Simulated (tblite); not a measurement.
Compound: C4H4FO4 (charge -1).
Z-matrix (Å and degrees, GFN2-xTB geometry), rows numbered from 1:
```
O 
C   1  1.2224
O   2  1.4305  1  119.71
C   3  1.3813  2  108.04  1    50.22
F   4  1.3865  3  108.03  2  -162.24
C   4  1.5171  3  110.33  2    77.43
C   6  1.5525  4  111.77  3   -44.40
O   7  1.2815  6  118.54  4    17.65
O   7  1.2188  6  117.68  4  -165.72
H   2  1.1087  1  122.08  3  -133.58
H   4  1.1039  3  109.97  2   -46.84
H   6  1.0940  4  108.63  3    72.55
H   6  1.0900  4  112.09  3  -167.11
```

Level: GFN2-xTB in tblite, geometry and Hessian alike; calculated harmonic values, unscaled, isolated species. Errors from tens to a few hundred cm⁻¹ against measured bands are possible. One conformer, not necessarily the lowest.

Harmonic wavenumbers (cm⁻¹): 74.0, 86.7, 183.8, 235.9, 311.8, 372.1, 407.3, 449.7, 508.0, 549.5, 605.9, 681.0, 765.8, 842.3, 892.2, 938.2, 1001.1, 1012.2, 1088.1, 1141.4, 1172.3, 1234.7, 1288.5, 1296.9, 1327.1, 1338.8, 1440.0, 1597.3, 1718.8, 2730.6, 2851.8, 2959.6, 2995.7.

A = 2289, B = 1619, C = 1066 MHz; mass 135.009 u (most abundant isotopes); point group C1, symmetry number 1.

What is the zero-point energy?

Half the sum of the wavenumbers: 18050 cm⁻¹ = 51.61 kcal/mol.

Entropy at 200 K, 1 bar (ideal gas, RRHO, classical rotation)?

Translation 38.66, rotation 27.60, vibration 11.86: S = 78.1 cal/(mol K).

And Cp and H(200 K) − H(0)?

Cp = 22.68 cal/(mol K), of which vibrations give 14.73 (their classical limit is 33 R = 65.6); H(200 K) − H(0) = 2.96 kcal/mol without the zero-point energy, 1.37 from vibrations.

Blend soft modes into free rotors: weight 1/[1 + (100 cm⁻¹/ν̃)⁴] for the oscillator and the rest for a rotor with moment μB/(μ + B), μ = h/(8π²ν), B = 10⁻⁴⁴ kg m². What vibrational entropy results?

11.29 cal/(mol K) in place of 11.86, which changes −T·S at 200 K by +0.11 kcal/mol.

What must be added to the electronic energy to get the Gibbs energy at 200 K and 1 bar?

ZPE + [H(200 K) − H(0)] − T·S = 51.61 + 2.96 − 15.62 = 38.95 kcal/mol.

How do the functions run with temperature in this model?

| T (K) | S (cal/(mol K)) | Cp (cal/(mol K)) | H − H(0) (kcal/mol) | G − H(0) (kcal/mol) | ln q(vib) |
| --- | --- | --- | --- | --- | --- |
| 150 | 72.2 | 18.7 | 1.93 | -8.90 | 1.68 |
| 250 | 83.6 | 26.7 | 4.19 | -16.71 | 3.40 |
| 298.15 | 88.6 | 30.5 | 5.57 | -20.85 | 4.26 |
| 400 | 98.6 | 37.8 | 9.06 | -30.40 | 6.13 |
| 600 | 116.2 | 48.5 | 17.77 | -51.92 | 9.81 |
| 900 | 137.8 | 57.9 | 33.88 | -90.14 | 15.04 |

q(vib) and H(0) count from the zero-point level.

Hindered rotation and anharmonicity are outside this model. Other conformers, if any are populated, would add a mixing term that is left out. The structure is chiral; the term R ln 2 for an equal mix with its mirror image is left out.
